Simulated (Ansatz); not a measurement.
Cost and result for the atomization energy of CH4Cl2Ge, SMILES `[CH3][GeH]([Cl])[Cl]` (8 atoms, 7 bonds).

```tsv
atom	x (Å)	y (Å)	z (Å)
C1	0.273	-0.076	1.057
Ge2	-0.201	0.229	-0.790
Cl3	-2.108	-0.682	-1.177
Cl4	1.244	-0.747	-2.046
H5	1.255	0.353	1.258
H6	-0.470	0.387	1.707
H7	0.300	-1.149	1.245
H8	-0.293	1.686	-1.254
```

Total charge 0; spin multiplicity 1. Correlated methods include outer-core shells of Ge, which these sets cover unevenly. Scalar relativity is left out up to krypton. The structure was optimised at the PBE0-D4/def2-TZVP level. Program: Ansatz. All runs use 4 threads of a server CPU on a shared host. Times are those of one run each, without the atoms' runs, and a repeat can differ threefold. Electronic energies, without spin–orbit coupling; frozen cores. CCSD(T)/CBS adds CCSD(T) − MP2 in def2-TZVPP to the MP2 limit, and its time is that of the two runs behind it. T1 = 0.009. With those shells the extrapolation isn't a true limit. B3LYP takes the VWN-RPA correlation (the form of Gaussian; ORCA's B3LYP/G). HSE06 is the plane-wave form, built on full-range PBE exchange.

CCSD(T)/CBS is a level of theory with its own doubt, some kJ/mol a heavy atom from the limit and from the frozen cores, so smaller differences don't rank the functionals.

| level | functions | wall time | atomization (kJ/mol) | difference from CCSD(T)/CBS | per bond |
| --- | --- | --- | --- | --- | --- |
| BLYP-D4/def2-TZVPP | 219 | 1.9 s | 2556.8 | -56.4 | -8.1 |
| LDA (SPW92)/def2-TZVPP | 219 | 2.1 s | 2949.0 | 335.8 | 48.0 |
| PBE-D4/def2-TZVPP (with forces) | 219 | 2.2 s | 2628.1 | 14.9 | 2.1 |
| PBE0-D4/def2-TZVPP | 219 | 3.1 s | 2607.2 | -6.0 | -0.9 |
| HSE06-D4/def2-TZVPP | 219 | 3.3 s | 2608.4 | -4.8 | -0.7 |
| CCSD(T)/def2-SVP | 102 | 3.5 s | 2442.9 | -170.3 | -24.3 |
| r2SCAN-D4/def2-TZVPP (with forces) | 219 | 4.4 s | 2621.6 | 8.4 | 1.2 |
| B3LYP-D4/def2-TZVPP (with forces) | 219 | 4.4 s | 2579.5 | -33.7 | -4.8 |
| ωB97X-V/def2-TZVPP | 219 | 7 s | 2620.1 | 6.9 | 1.0 |
| ωB97M-V/def2-TZVPP (with forces) | 219 | 11 s | 2606.7 | -6.5 | -0.9 |
| MP2/def2-QZVPP | 406 | 16 s | 2626.3 | 13.1 | 1.9 |
| CCSD(T)/def2-TZVPP | 219 | 100 s | 2556.8 | -56.4 | -8.1 |
| CCSD(T)/CBS(def2) | – | 120 s | 2613.2 | 0.0 | 0.0 |

The D4 term adds +31.8 kJ/mol with B3LYP and +16.7 kJ/mol with PBE0; it sums over pairs of atoms, weighted by their polarisabilities, and B3LYP, whose exchange is more repulsive, gets the larger term. From BLYP to BHLYP (50 % exact exchange), in def2-TZVPP and without D4, the atomization energy moves by −5.0 kJ/mol: exact exchange takes away binding that semilocal exchange gives to molecules. At CCSD(T), def2-SVP lies −170.3 kJ/mol from the extrapolated value and def2-TZVPP −56.4 kJ/mol: correlation converges slowly with the basis, and small sets miss more of it in the bonded molecule than in its fragments.
